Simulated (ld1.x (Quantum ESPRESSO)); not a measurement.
How hard is this Rh TM potential?

ld1.x (Quantum ESPRESSO) 7.5 input, shortened:

```
&input
   title='Rh', zed=45., rel=1, dft='PBE', iswitch=3,
   config='[Kr] 4d7 5s0 5p0'
 /
 &inputp
   pseudotype=2, tm=.true., lloc=1,
   nlcc=.true., new_core_ps=.true., rcore=0.65
 /
3
4S  1  0   2.00   0.00  1.70  1.70  0.0
4D  3  2   7.00   0.00  1.90  1.90  0.0
4P  2  1   6.00   0.00  1.30  1.30  0.0
 &test
   configts(1)='4s2 4p6 4d7 5s0 5p0'
 /
```

The pseudo-atom Hamiltonian at the reference potential is diagonalised in spherical Bessel functions j_l(qr) that vanish at 20 bohr, with q² up to the cutoff. All-electron valence levels (Ry): 4s -7.6038, 5s -1.4460, 4d -1.8920, 4p -5.2363, 5p -1.0131.

Question: How do the lowest levels (Ry) of each channel move with the cutoff, and are there ghosts?

Answer:

```csv
cutoff (Ry),s #1,s #2,d #1,p #1,p #2,p #3,f #1,f #2,Σ f·Δε (mRy)
8,-7.4407,-1.4274,-1.0104,-3.8534,-0.8286,-0.3566,-0.2908,-0.1672,14795.8
12,-7.5516,-1.5156,-1.2442,-4.6380,-0.9244,-0.3835,-0.2918,-0.1681,8230.1
18,-7.5585,-1.5460,-1.5432,-5.1014,-0.9928,-0.4031,-0.2924,-0.1688,3342.6
30,-7.5944,-1.5496,-1.8128,-5.1989,-1.0166,-0.4103,-0.2929,-0.1691,798.3
40,-7.6018,-1.5496,-1.8824,-5.2059,-1.0168,-0.4104,-0.2929,-0.1692,254.5
50,-7.6021,-1.5496,-1.8914,-5.2226,-1.0179,-0.4106,-0.2929,-0.1692,90.7
60,-7.6030,-1.5496,-1.8919,-5.2316,-1.0189,-0.4109,-0.2929,-0.1692,31.2
80,-7.6038,-1.5499,-1.8920,-5.2352,-1.0195,-0.4111,-0.2929,-0.1692,7.4
110,-7.6038,-1.5500,-1.8920,-5.2359,-1.0196,-0.4111,-0.2929,-0.1692,2.9
140,-7.6038,-1.5500,-1.8920,-5.2363,-1.0196,-0.4111,-0.2929,-0.1692,0.3
180,-7.6038,-1.5500,-1.8920,-5.2364,-1.0196,-0.4111,-0.2929,-0.1692,0.1
400,-7.6038,-1.5500,-1.8920,-5.2364,-1.0196,-0.4111,-0.2929,-0.1692,0.0
```

Result: no extra level below or beside the all-electron valence levels (s, d, p, f tested); 10 mRy is reached at 80 Ry and 1 mRy at 140 Ry.

Its largest configuration-test error is +709 meV.
